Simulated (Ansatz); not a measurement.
# Molecular dynamics of H$_{10}$SO$_{4}$

The input (input.yaml):

```yaml
crystal:
  lattice:
    - [5.451362, 0.0, 0.0]
    - [0.0, 5.451362, 0.0]
    - [0.0, 0.0, 5.451362]
  atoms:
    - { symbol: O, position: [0.81809937, 0.36815948, 0.74068515] }
    - { symbol: H, position: [0.93720133, 0.42348207, 0.61492811] }
    - { symbol: H, position: [0.92449686, 0.27602919, 0.85342967] }
    - { symbol: O, position: [0.18945364, 0.08927357, 0.00988627] }
    - { symbol: H, position: [0.28987918, 0.22897295, 0.0622295] }
    - { symbol: H, position: [0.30329879, -0.02280631, -0.07597463] }
    - { symbol: O, position: [0.7796929, 0.89156948, 0.2386102] }
    - { symbol: H, position: [0.69250514, 0.87236522, 0.08174306] }
    - { symbol: H, position: [0.93349955, 0.97281623, 0.1897109] }
    - { symbol: O, position: [0.55210728, 0.80733242, 0.77664811] }
    - { symbol: H, position: [0.63703811, 0.89607827, 0.64579586] }
    - { symbol: H, position: [0.61927803, 0.63844529, 0.76854495] }
    - { symbol: S, position: [0.21754916, 0.52894316, 0.34159339] }
    - { symbol: H, position: [0.30194884, 0.75175744, 0.4108256] }
    - { symbol: H, position: [0.00310241, 0.63340494, 0.25547699] }
basis:
  ecutwfc: 420.0
kpoints:
  mp_grid: { grid: [1, 1, 1] }
hamiltonian:
  xc: pbe
scf:
  occupations: { method: fermi_dirac, width: 0.05 }
  lower_state_search: "off"
md:
  timestep: 0.5
  n_steps: 300
  ensemble: nvt_langevin
  temperature: 350.0
  initial_velocities: maxwell_boltzmann
  seed: 801596
  friction: 0.02
```

Command:

```bash
$ ansatz run input.yaml --threads 1 --pin off --max-ram 3072MiB --backend cpu --events-out ev --progress --plain --runs-dir out
```

It starts from a partly relaxed structure (largest force component 0.24 eV/Å).

Output, in part (step lines):

```
md step     0: t =     0.00 fs  T =   326.7 K  F+E_penalty+E_count = -3332.28003326 eV  E_kin = 0.633374 eV  (8 SCF iters)
md step     1: t =     0.50 fs  T =   320.2 K  F+E_penalty+E_count = -3332.26055335 eV  E_kin = 0.620926 eV  (7 SCF iters)
md step     2: t =     1.00 fs  T =   305.0 K  F+E_penalty+E_count = -3332.21033646 eV  E_kin = 0.591280 eV  (7 SCF iters)
md step     3: t =     1.50 fs  T =   274.3 K  F+E_penalty+E_count = -3332.14614322 eV  E_kin = 0.531819 eV  (7 SCF iters)
md step     4: t =     2.00 fs  T =   243.2 K  F+E_penalty+E_count = -3332.08960473 eV  E_kin = 0.471602 eV  (7 SCF iters)
md step     5: t =     2.50 fs  T =   233.6 K  F+E_penalty+E_count = -3332.05295587 eV  E_kin = 0.452931 eV  (5 SCF iters)
md step     6: t =     3.00 fs  T =   230.5 K  F+E_penalty+E_count = -3332.04129887 eV  E_kin = 0.446899 eV  (6 SCF iters)
md step     7: t =     3.50 fs  T =   238.9 K  F+E_penalty+E_count = -3332.05764597 eV  E_kin = 0.463208 eV  (5 SCF iters)
[... lines left out ...]
md step   299: t =   149.50 fs  T =   290.0 K  F+E_penalty+E_count = -3331.54151167 eV  E_kin = 0.562326 eV  (6 SCF iters)
md step   300: t =   150.00 fs  T =   350.1 K  F+E_penalty+E_count = -3331.57291310 eV  E_kin = 0.678868 eV  (7 SCF iters)
```

The steps, from the saved trajectory:

```tsv
time (fs)	T (K)	potential energy less start (eV)
0.0	327	0.000
5.0	315	0.126
10.0	349	0.168
15.0	276	0.276
20.0	216	0.336
25.0	220	0.341
30.0	239	0.345
35.0	203	0.372
40.0	200	0.355
45.0	260	0.343
50.0	279	0.325
55.0	290	0.402
60.0	249	0.499
65.0	325	0.431
70.0	335	0.396
75.0	287	0.385
80.0	273	0.379
85.0	243	0.346
90.0	249	0.484
95.0	296	0.515
100.0	240	0.605
105.0	264	0.558
110.0	269	0.444
115.0	260	0.405
120.0	243	0.464
125.0	319	0.590
130.0	356	0.555
135.0	288	0.627
140.0	276	0.535
145.0	272	0.599
150.0	350	0.707
```

All steps were run. The mean temperature of the second half is 24 % below the set value. A run of 0.15 ps of so small a system gives no equilibrium averages. Limits of this set-up: coarse k mesh.

Mean squared displacements from the first frame to the last, about the centre of mass: O 0.19 Å², H 0.46 Å², S 0.13 Å².

Last frame:

```xyz
15
Lattice="5.4514 0.0000 0.0000 0.0000 5.4514 0.0000 0.0000 0.0000 5.4514" Properties=species:S:1:pos:R:3
O 4.143 2.051 4.010
H 4.952 2.207 3.448
H 4.042 1.089 4.151
O 1.033 0.401 -0.034
H 1.708 0.944 0.357
H 1.571 -0.143 -0.672
O 4.189 4.439 0.893
H 4.106 3.757 0.200
H 4.689 5.216 0.485
O 2.787 4.746 3.549
H 2.998 5.277 2.784
H 3.400 3.971 3.327
S 1.195 2.599 1.988
H 1.437 3.641 2.730
H 0.132 3.248 1.361
```

The run took 2.6 min on 1 thread of INTEL(R) XEON(R) PLATINUM 8581C CPU @ 2.10GHz (Emerald Rapids) (shared host), peak memory 0.34 GiB.
